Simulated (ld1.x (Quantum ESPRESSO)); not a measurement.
**Br: excitation energies, all-electron against TM**

| Quantity | Value |
| --- | --- |
| Element | bromine |
| Generator | ld1.x (Quantum ESPRESSO) 7.5 |
| Type | norm-conserving Troullier–Martins (Kleinman–Bylander form) |
| Functional | PBEsol |
| Relativity | scalar-relativistic |
| Frozen core | [Ar] 3d10 |
| Valence charge | 7 |
| Reference configuration | 4s2 4p4.5 (charge +0.5) |
| Partial waves | 4p (bound): rc 1.55 bohr; 4s (bound): rc 1.20 bohr |
| Local potential | the s channel |
| Core correction | Bessel-smoothed model core, default radius (core density twice the valence density) |

Energies are relative to the spin-unpolarised reference configuration 4s2 4p4.5; without spin polarisation the order of configurations can differ from experiment.

```csv
valence configuration,charge,ΔE all-electron (eV),error AE − PS (meV)
4s2 4p5,0,-5.073,-0.2
4s2 4p4,+1,7.480,-2.9
4s2 4p3,+2,30.251,-22
4s2 4p5.3,-0.3,-7.035,-1.4
4s2 4p1,+4,110.326,-107
```

Problem. What are ΔE and the potential's error for 4s2 4p2?

Solution. ΔE = 64.260 eV all-electron; the error (AE − PS) is -61 meV.

Problem. What are ΔE and the potential's error for 4s1 4p5?

Solution. ΔE = 20.488 eV all-electron; the error (AE − PS) is -21 meV.

Note: ghost state, extra bound levels that the all-electron valence spectrum of the same l lacks: p at -494.7 eV. A true bound ghost makes a file unfit for plane-wave use.
